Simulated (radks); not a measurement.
Pt44+, 34 electrons, occupied as [Ar] 3d10 4s2 4p4 (the NIST ground configuration).

Calculated with a radial shooting solver on a logarithmic mesh with Libxc functionals: scalar-relativistic Kohn-Sham, r2SCAN, spin-unpolarised, spherical densities, finite nucleus; meta-GGA in the generalised Kohn-Sham scheme; Fermi nuclear charge, rms radius 5.427 fm.

Energy parts (eV):
part                       energy
total                  -465560.52
kinetic                 522952.80
electron-nucleus      -1075823.78
Hartree                  94647.10
exchange-correlation     -7336.64

Orbitals (lengths in bohr, moments of r in powers of bohr; <r^-3> diverges for s and p1/2; r(max) is where P^2 peaks; r(90%) holds 90 % of the orbital's charge):
| orbital | occ. | eigenvalue (eV) | <r^-3> | r(90%) | <r> | r(max) |
|---|---|---|---|---|---|---|
| 1s | 2 | -80667.15 | - | 0.0313 | 0.01715 | 0.01062 |
| 2s | 2 | -15973.48 | - | 0.112 | 0.07226 | 0.06117 |
| 2p | 6 | -14133.49 | 24300 | 0.106 | 0.06514 | 0.05055 |
| 3s | 2 | -5325.628 | - | 0.270 | 0.1843 | 0.1712 |
| 3p | 6 | -4784.274 | 5747 | 0.275 | 0.1846 | 0.1700 |
| 3d | 10 | -4213.975 | 720.3 | 0.257 | 0.1665 | 0.1382 |
| 4s | 2 | -2507.041 | - | 0.523 | 0.3706 | 0.3650 |
| 4p | 4 | -2303.521 | 1886 | 0.543 | 0.3812 | 0.3760 |

The highest occupied level is 4p at -2303.5 eV. The electron density at the nucleus is 2.12e+06 e/bohr^3 (large components only). For comparison, the ionisation energy in NIST's Atomic Spectra Database is 2291 eV (theoretical). In exact Kohn-Sham theory the highest level is minus the ionisation energy, but local and semilocal functionals leave it too shallow, through self-interaction and a potential that decays too fast; potentials with the right tail come closer.

Beside tabulated values, note that spin-unpolarised runs miss the spin-polarisation part of the exchange energy of open shells.
